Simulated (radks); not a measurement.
Q: K III, 17 electrons, occupied as [Ne] 3s2 3p5 (the NIST ground configuration). All-electron calculation, non-relativistic Kohn-Sham, LDA (Slater exchange, Perdew-Zunger correlation), spin-unpolarised, spherical densities, point nucleus. Program: a radial shooting solver on a logarithmic mesh with Libxc functionals. Some entries of the table are withheld. Estimate them.

| orbital | occ. | eigenvalue (eV) | <1/r> (bohr^-1) | <r> (bohr) |
|---|---|---|---|---|
| 1s | 2 | -3518.305 | (1) | 0.08174 |
| 2s | 2 | (2) | 3.755 | 0.3912 |
| 2p | 6 | -303.2406 | 3.687 | 0.3517 |
| 3s | 2 | -55.8298 | 1.125 | 1.241 |
| 3p | 5 | (3) | 1.008 | (4) |

A: 
(1) 1s <1/r> (bohr^-1): 18.50
(2) 2s eigenvalue (eV): -372.6873
(3) 3p eigenvalue (eV): -39.2742
(4) 3p <r> (bohr): 1.355
